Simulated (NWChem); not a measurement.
System: H3PO4, triplet; SMILES of the neutral closed-shell parent O=P(O)(O)O

Here is an NWChem input.

```
start job
memory heap 200 mb stack 900 mb global 1100 mb
geometry units angstroms noautoz
  O      1.382671    -0.031492     0.389972
  P     -0.126677     0.055311    -0.217526
  O     -1.270667     0.114172     0.914249
  O     -0.083967     1.721606    -0.365315
  O     -0.268310    -1.666423    -0.205624
  H      1.616245    -0.952532     0.567581
  H      0.736565     2.065998     0.018883
  H     -1.092716    -1.949056    -0.623957
end
basis spherical
  * library def2-svp
end
dft
  odft
  mult 3
  xc scan
  iterations 150
  mulliken
end
task dft gradient
```

Parts of the log:

```
             Northwest Computational Chemistry Package (NWChem) 7.3.0
             --------------------------------------------------------

 C1  symmetry detected

                             Geometry "geometry" -> ""
                             -------------------------

 Output coordinates in angstroms (scale by  1.889725989 to convert to a.u.)

  No.       Tag          Charge          X              Y              Z
 ---- ---------------- ---------- -------------- -------------- --------------
    1 O                    8.0000     1.37572982     0.08329643     0.52353206
    2 P                   15.0000    -0.04353573     0.03682477    -0.27537072
    3 O                    8.0000    -1.32271652    -0.07406830     0.69647886
    4 O                    8.0000    -0.16586809     1.70317181    -0.36771298
    5 O                    8.0000     0.00482797    -1.68914843    -0.33235321
    6 H                    1.0000     1.68452744    -0.81483137     0.70360685
    7 H                    1.0000     0.55567756     2.11514085     0.13142639
    8 H                    1.0000    -0.72295443    -2.03869320    -0.86403017

 Effective nuclear repulsion energy (a.u.)     270.0358784405

                                 NWChem DFT Module
                                 -----------------

 Summary of "ao basis" -> "ao basis" (spherical)
 ------------------------------------------------------------------------------
       Tag                 Description            Shells   Functions and Types
 ---------------- ------------------------------  ------  ---------------------
 O                          def2-svp                 6       14   3s2p1d
 P                          def2-svp                 8       18   4s3p1d
 H                          def2-svp                 3        5   2s1p

            General Information
            -------------------
          SCF calculation type: DFT
          Wavefunction type:  spin polarized.
          No. of atoms     :     8
          No. of electrons :    50
           Alpha electrons :    26
            Beta electrons :    24
          Charge           :     0
          Spin multiplicity:     3
          Use of symmetry is: off; symmetry adaption is: off
          Maximum number of iterations: 150
          AO basis - number of functions:    89
                     number of shells:    41
          Convergence on energy requested:  1.00D-06
          Convergence on density requested:  1.00D-05
          Convergence on gradient requested:  5.00D-04

              XC Information
              --------------
                         SCAN Method XC Functional
                  SCAN metaGGA Exchange Functional  1.000
                        SCAN Correlation Potential  1.000

             Grid Information
             ----------------
          Grid used for XC integration:  medium
          Radial quadrature: Mura-Knowles
          Angular quadrature: Lebedev.
          Tag              B.-S. Rad. Rad. Pts. Rad. Cut. Ang. Pts.
          ---              ---------- --------- --------- ---------
          O                   0.60       49          10.0       434
          P                   1.00       88           8.0       590
          H                   0.35       45          11.0       434
          Grid pruning is: on
          Number of quadrature shells:   419
          Spatial weights used:  Erf1

      Superposition of Atomic Density Guess
      -------------------------------------

 Sum of atomic energies:        -640.80011283

      Non-variational initial energy
      ------------------------------

 Total energy =    -642.152267
 1-e energy   =   -1422.948259
 2-e energy   =     510.760113
 HOMO         =      -0.380198
 LUMO         =      -0.136076

     ---------------------------------------------
      Total Density - Mulliken Population Analysis
     ---------------------------------------------

    Atom       Charge   Shell Charges
 -----------   ------   -------------------------------------------------------
    1 O    8     8.70   1.99  1.10  0.64  3.03  1.93  0.01
    2 P   15    13.42   2.00  1.99  0.97  0.35  5.93  0.99  0.78  0.41
    3 O    8     8.64   1.99  1.15  0.75  2.81  1.93  0.01
    4 O    8     8.67   1.99  1.11  0.65  2.98  1.93  0.01
    5 O    8     8.56   1.99  1.11  0.67  2.89  1.89  0.01
    6 H    1     0.66   0.52  0.08  0.06
    7 H    1     0.67   0.52  0.09  0.06
    8 H    1     0.67   0.53  0.09  0.06

     --------------------------------------------
      Spin Density - Mulliken Population Analysis
     --------------------------------------------

    Atom       Charge   Shell Charges
 -----------   ------   -------------------------------------------------------
    1 O    8     0.03   0.00  0.00 -0.00  0.03  0.01  0.00
    2 P   15     0.69   0.00  0.00  0.13  0.23  0.00  0.12  0.18  0.03
    3 O    8     0.67   0.00  0.00 -0.00  0.43  0.24  0.00
    4 O    8     0.20   0.00  0.01 -0.01  0.14  0.05  0.00
    5 O    8     0.36   0.00  0.01 -0.01  0.26  0.11  0.00
    6 H    1     0.01   0.00  0.01  0.00
    7 H    1     0.03   0.01  0.02  0.00
    8 H    1     0.01  -0.00  0.01  0.00

   convergence    iter        energy       DeltaE   RMS-Dens  Diis-err
 ---------------- ----- ----------------- --------- --------- ---------
 d= 0,ls=0.0,diis     1   -643.4489270448 -9.13D+02  9.80D-03  2.54D-01
                                                     9.72D-03  2.64D-01
 d= 0,ls=0.0,diis     2   -643.3305848679  1.18D-01  6.13D-03  5.91D-01
                                                     7.18D-03  5.20D-01
 d= 0,ls=0.0,diis     3   -643.5437767434 -2.13D-01  1.92D-03  6.34D-02
                                                     3.54D-03  7.25D-02
 d= 0,ls=0.0,diis     4   -643.5576523702 -1.39D-02  1.15D-03  4.14D-02
                                                     1.46D-03  3.80D-02
 d= 0,ls=0.0,diis     5   -643.5751291313 -1.75D-02  2.64D-04  4.78D-04
                                                     2.25D-04  2.48D-04
  Resetting Diis
 d= 0,ls=0.0,diis     6   -643.5752230960 -9.40D-05  1.33D-04  2.50D-04
                                                     1.69D-04  2.21D-04
 d= 0,ls=0.0,diis     7   -643.5752910823 -6.80D-05  1.74D-04  7.93D-05
                                                     2.52D-04  8.20D-05
 d= 0,ls=0.0,diis     8   -643.5751046624  1.86D-04  1.27D-04  5.22D-04
                                                     1.87D-04  4.93D-04
 d= 0,ls=0.0,diis     9   -643.5753283373 -2.24D-04  1.46D-05  2.30D-06
                                                     1.71D-05  1.64D-06
 d= 0,ls=0.0,diis    10   -643.5753287134 -3.76D-07  6.59D-06  1.08D-06
                                                     1.57D-05  1.49D-06
 d= 0,ls=0.0,diis    11   -643.5753291976 -4.84D-07  7.12D-06  5.97D-07
                                                     5.92D-06  4.36D-07

         Total DFT energy =     -643.575329197649
      One electron energy =    -1425.095809820806
           Coulomb energy =      570.232180195018
    Exchange-Corr. energy =      -58.747578012402
 Nuclear repulsion energy =      270.035878440541

 Numeric. integr. density =       49.999998642927

                    DFT Final Alpha Molecular Orbital Analysis
                    ------------------------------------------

 Vector   24  Occ=1.000000D+00  E=-3.026053D-01
              MO Center=  3.9D-01, -2.2D-01,  1.7D-01, r^2= 2.9D+00
   Bfn.  Coefficient  Atom+Function         Bfn.  Coefficient  Atom+Function
  ----- ------------  ---------------      ----- ------------  ---------------
     6      0.359885  1 O  pz                 9      0.272390  1 O  pz
    64      0.256692  5 O  px                 4     -0.246110  1 O  px
    38     -0.225371  3 O  pz                66     -0.199669  5 O  pz
    67      0.191470  5 O  px                 7     -0.189590  1 O  px
    52     -0.182167  4 O  pz                41     -0.149172  3 O  pz

 Vector   25  Occ=1.000000D+00  E=-2.951164D-01
              MO Center= -4.0D-01,  2.5D-01, -6.9D-02, r^2= 3.1D+00
   Bfn.  Coefficient  Atom+Function         Bfn.  Coefficient  Atom+Function
  ----- ------------  ---------------      ----- ------------  ---------------
    37      0.392411  3 O  py                52     -0.355421  4 O  pz
    55     -0.263855  4 O  pz                66      0.265071  5 O  pz
    40      0.241737  3 O  py                50      0.236708  4 O  px
    64     -0.231372  5 O  px                69      0.198218  5 O  pz
    53      0.166644  4 O  px                67     -0.167404  5 O  px

[...]

                         DFT ENERGY GRADIENTS

    atom               coordinates                        gradient
                 x          y          z           x          y          z
   1 O       2.599752   0.157407   0.989332   -0.002398  -0.002384  -0.000719
   2 P      -0.082271   0.069589  -0.520375    0.006962  -0.000025  -0.001352
   3 O      -2.499572  -0.139969   1.316154   -0.003509  -0.000019   0.003136
   4 O      -0.313445   3.218528  -0.694877    0.001963  -0.004053   0.001490
   5 O       0.009124  -3.192028  -0.628057   -0.002793   0.005001  -0.001899
   6 H       3.183295  -1.539808   1.329624   -0.000719   0.001937  -0.000469
   7 H       1.050078   3.997037   0.248360   -0.001965  -0.001029  -0.001628
   8 H      -1.366186  -3.852572  -1.632780    0.002460   0.000572   0.001441
```

Level: SCAN/def2-SVP, spin-unrestricted. The geometry was optimised at PBE0/def2-SVP, spin-unrestricted. The spin multiplicity was typed, not searched, and may not be the lowest. No stability test was run on the SCF state.
